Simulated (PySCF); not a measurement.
# Correlation energy of Be (beryllium, neutral)

[He] 2s2, closed-shell 1S. All numbers are calculated (PySCF 2.14, the spin-free X2C one-electron Hamiltonian (Gaussian nucleus), in x2c-TZVPPall). Frozen: nothing; 4 electrons correlated.

```
  level  correlation energy (mhartree)
   CCSD                         -76.25
    (T)                          -0.28
CCSD(T)                         -76.53
  CCSDT                         -76.54
    FCI                         -76.55
```

Diagnostics: T1 = 0.015, D1 = 0.0299, largest double amplitude 0.147, weight of the Hartree-Fock determinant in FCI 0.9058 (29241 determinants).

Cost of the coupled-cluster step: roughly 0.12 core-seconds, for 4 correlated electrons.

This basis was not built for core-valence correlation, so the inner-shell part is incomplete.
